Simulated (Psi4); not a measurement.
C2H3BCl2 (SMILES C=CB(Cl)Cl), singlet, geometry from GFN2-xTB; QCISD(T)/cc-pVDZ (Psi4 1.11).

Here is a job for Psi4.
```
memory 2 GB

molecule {
0 1
  B     0.11652606    0.06752544   -0.08202754
  Cl    1.23096382    1.34030012   -0.40287988
  Cl   -0.95429921    0.23427116    1.25396330
  C     0.08887607   -1.19561844   -0.98481235
  C    -0.73746253   -2.22732725   -0.81195614
  H     0.78932441   -1.23962342   -1.81059382
  H    -0.72828658   -3.08888477   -1.45947137
  H    -1.45544772   -2.23915666   -0.00760430
}

set basis cc-pvdz
set freeze_core true

energy('qcisd(t)')
print_variables()
```

### Question
Write the output that Psi4 gives for this input, abridged.

### Answer

```
   => Loading Basis Set <=

    Name: CC-PVDZ
    Role: ORBITAL
    Keyword: BASIS

         ---------------------------------------------------------
                                   SCF
               by Justin Turney, Rob Parrish, Andy Simmonett
                          and Daniel G. A. Smith
                              RHF Reference
         ---------------------------------------------------------

  ==> Geometry <==

    Molecular point group: c1
    Full point group: C1

    Geometry (in Angstrom), charge = 0, multiplicity = 1:

       Center              X                  Y                   Z               Mass
    ------------   -----------------  -----------------  -----------------  -----------------
         B            0.100140505739    -0.007587253394    -0.119017326871    11.009305360000
         CL           1.214578265739     1.265187426606    -0.439869666871    34.968852682000
         CL          -0.970684764261     0.159158466606     1.216973513129    34.968852682000
         C            0.072490515739    -1.270731133394    -1.021802136871    12.000000000000
         C           -0.753848084261    -2.302439943394    -0.848945926871    12.000000000000
         H            0.772938855739    -1.314736113394    -1.847583606871     1.007825032230
         H           -0.744672134261    -3.163997463394    -1.496461156871     1.007825032230
         H           -1.471833274261    -2.314269353394    -0.044594086871     1.007825032230

  Running in c1 symmetry.

  Rotational constants: A =      0.12737  B =      0.08215  C =      0.04994 [cm^-1]
  Rotational constants: A =   3818.53783  B =   2462.94147  C =   1497.23254 [MHz]
  Nuclear repulsion =  233.944014547131360

  Charge       = 0
  Multiplicity = 1
  Electrons    = 54
  Nalpha       = 27
  Nbeta        = 27

  ==> Algorithm <==

  SCF Algorithm Type is PK.
  DIIS enabled.
  MOM disabled.
  Fractional occupation disabled.
  Guess Type is SAD.
  Energy threshold   = 1.00e-08
  Density threshold  = 1.00e-08
  Integral threshold = 1.00e-12

  ==> Primary Basis <==

  Basis Set: CC-PVDZ
    Blend: CC-PVDZ
    Number of shells: 43
    Number of basis functions: 93
    Number of Cartesian functions: 98
    Spherical Harmonics?: true
    Max angular momentum: 2

  ==> Integral Setup <==

  Using in-core PK algorithm.
   Calculation information:
      Number of atoms:                   8
      Number of AO shells:              43
      Number of primitives:            181
[...]
  @RHF Final Energy: -1021.25733896571410
    Total Energy =                      -1021.2573389657140979
      * MP2 total energy:                  -1021.868841690217
[...]
        SS MP2.5 correlation energy:          -0.156759610707
        MP2.5 correlation energy:             -0.633111681776
      * MP2.5 total energy:                -1021.890450647490

        OS MP3 correlation energy:            -0.500375460958
        SS MP3 correlation energy:            -0.154345178092
        MP3 correlation energy:               -0.654720639050
      * MP3 total energy:                  -1021.912059604764

        OS MP4(SDQ) correlation energy:       -0.508452349135
        SS MP4(SDQ) correlation energy:       -0.142893457408
        MP4(SDQ) correlation energy:          -0.658944403986
      * MP4(SDQ) total energy:             -1021.916283369700

        OS QCISD correlation energy:          -0.511161657241
        SS QCISD correlation energy:          -0.148888986059
        QCISD correlation energy:             -0.660050643300
      * QCISD total energy:                -1021.917389609014

  Total time for QCISD iterations:      11.81 s (user)
                                         3.25 s (system)
                                           16 s (total)

  Time per iteration:                    0.84 s (user)
                                         0.23 s (system)
                                         1.23 s (total)

        ==> Resort (ov|vv) integrals for low-memory (T) computation <==

        *******************************************************
        *                                                     *
        *                     QCISD(T)                        *
        *                                                     *
        *******************************************************

        Using low-memory algorithm.

        num_threads:                      1
        memory requirements:       14.52 mb

        Number of abc combinations: 50116

        Computing (T) correction...

        % complete  total time
              10.0
              20.0
              30.0
              40.0
              50.0
              60.0
              70.0
              80.0
              90.0

        (T) energy                             -0.020433816742

        QCISD(T) correlation energy            -0.680484460042
      * QCISD(T) total energy               -1021.937823425757

  Variable Map:
  ----------------------------------------------------------------------------
[...]
  Array Variable Map:
  ----------------------------------------------------------------------------
[...]
[...]
```
